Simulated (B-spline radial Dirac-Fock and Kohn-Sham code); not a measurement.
**Auger decay of the N3 hole in La²⁺**

System: La²⁺ in the configuration [Xe] 5d1, inside a Watson sphere of charge -2 and radius 2.7 Å (a model of the Madelung potential; inside it an electron's potential energy is raised by 10.7 eV).

The run's input, task.json:

```json
{"items": [{
  "Z": 57,
  "q": 2,
  "cfg": [[1, 0, 2], [2, 0, 2], [2, 1, 6], [3, 0, 2], [3, 1, 6], [3, 2, 10], [4, 0, 2], [4, 1, 6], [4, 2, 10], [5, 0, 2], [5, 1, 6], [5, 2, 1]],
  "A": 139,
  "rrms": 4.855,
  "watson": [-2, 2.7],
  "do": ["binding", "quiet", "decay"],
  "holes": ["K", "L1", "L2", "L3", "M1", "M2", "M3", "M4", "M5", "N1", "N2", "N3", "N4", "N5"]
}]}
```

Run with: `python xray_run.py task.json out`

These are calculated numbers from a radial atomic solver; the model is independent-particle radiative and Coulomb Auger rates from relativistic LDA hole-state orbitals, with Dirac-Fock energies. Kinetic energies are configuration averages from the vacuum level; the two-hole energies are estimated from single-hole states.

| transition | kinetic energy (eV) | width (meV) | share (%) |
| --- | --- | --- | --- |
| N3-N4O1 | 37.20 | 118 | 4.0 |
| N3-N5O1 | 40.16 | 609 | 20.5 |
| N3-N4O2 | 57.18 | 87.9 | 3.0 |
| N3-N5O2 | 59.98 | 583 | 19.6 |
| N3-N4O3 | 60.03 | 366 | 12.3 |
| N3-N5O3 | 63.05 | 954 | 32.1 |
| N3-N5O4 | 86.36 | 57.1 | 1.9 |
| N3-N5O5 | 86.63 | 66.5 | 2.2 |
| N3-O1O3 | 130.7 | 29.0 | 1.0 |
| N3-O3O3 | 151.6 | 41.0 | 1.4 |

Coster-Kronig rates are the weakest part of this model and often come out 1.5 to 2.5 times too large. The listed channels hold 98 % of the non-radiative rate. Summed by principal shells, of 2.97 eV in all: NNO 96.3 %, NOO 3.7 %.
